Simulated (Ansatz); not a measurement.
A run on C2H6FNSi (`C[Si@@H]1N[C@H]1F`) with other settings.

```yaml
crystal:
  periodic: [false, false, false]
  atoms:
    - {symbol: C, position_ang: [-0.716745, 0.583211, -1.492204]}
    - {symbol: Si, position_ang: [0.563837, -0.091964, -0.328157]}
    - {symbol: N, position_ang: [0.168475, -1.201507, 0.897391]}
    - {symbol: C, position_ang: [0.428142, 0.053396, 1.511884]}
    - {symbol: F, position_ang: [1.521719, 0.072077, 2.362379]}
    - {symbol: H, position_ang: [-0.358928, 1.504318, -1.959735]}
    - {symbol: H, position_ang: [-0.926104, -0.133316, -2.291253]}
    - {symbol: H, position_ang: [-1.649527, 0.796973, -0.967415]}
    - {symbol: H, position_ang: [1.878014, -0.282888, -0.984673]}
    - {symbol: H, position_ang: [-0.451023, -1.913030, 1.245399]}
    - {symbol: H, position_ang: [-0.392461, 0.555730, 2.027085]}
basis:
  gaussian: {orbitals: pcseg-2, fitting: {mean_field: def2-universal-jkfit}}
hamiltonian: {xc: {name: revPBE0}, dispersion: d3bjatm}
```

```sh
$ ansatz run in.yaml --threads 4 --pin off --events-out ev --progress --plain --max-ram 10444MiB
```

Output, abridged:

```
Functional definition: revPBE0
540 factors; integrals over basis functions are off by at most 1.2e0 eV
mean field evaluation 1: about -14243.5154 eV, gradient 7.2e1 eV
mean field evaluation 2: about -14234.1806 eV, gradient 9.2e1 eV
mean field evaluation 4: about -14254.1548 eV, gradient 5.8e0 eV
mean field evaluation 8: about -14254.2226 eV, gradient 8.8e-2 eV
mean field evaluation 16: about -14254.2226 eV, gradient 3.1e-5 eV
mean field -14254.22259203 eV, -523.8330183980 hartree, gradient 3.1e-5 eV, S^2 0.000000; 0 other end points of the search recorded, 0 dependent functions left out
reference -14254.22264227 eV, -523.8330202442 hartree; 24, 24 occupied and 214, 214 virtual orbitals, 540 factors
Total energy: -14254.68418818 eV, -523.8499817435 hartree
```

Hardware: 4 threads of an INTEL XEON PLATINUM 8581C on a shared host. Wall time 1 s, peak host memory 0.35 GiB.
